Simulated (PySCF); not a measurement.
Excitations are Tamm–Dancoff values on a coarser integration grid. The basis has no diffuse functions, so Rydberg states are missing or too high.

Cartesian coordinates (Å):
```xyz
14

B     -1.4531     0.8350     0.1852
C     -1.2254    -0.5344    -0.5309
C      0.0085    -1.2814    -0.0931
C      1.1684    -0.7080     0.2075
C      1.4623     0.7603     0.1712
H     -1.8569     1.7927    -0.3985
H     -1.2821     0.9082     1.3618
H     -2.1095    -1.1272    -0.2490
H     -1.2663    -0.4660    -1.6218
H     -0.0538    -2.3633    -0.0428
H      1.9965    -1.3468     0.4979
H      0.6732     1.3387    -0.3206
H      2.3825     0.9555    -0.3829
H      1.5986     1.1646     1.1763
```
Charge 0, multiplicity 1.

Problem. Estimate the LUMO, S1 excitation (TDA), total energy, S1 oscillator strength, dipole moment, HOMO, S1–T1 gap (TDA) and HOMO–LUMO gap that PBE-D3(BJ)/def2-TZVP // M06-2X/def2-TZVP (PySCF 2.14.0) returns for this input.

Solution. 
```yaml
LUMO: -2.11 eV
S1 excitation (TDA): 3.92 eV
total_energy: -182.4429 Ha
S1 oscillator strength: 0.009
dipole_moment: 0.69 D
HOMO: -5.95 eV
S1–T1 gap (TDA): 0.17 eV
HOMO–LUMO gap: 3.84 eV
```
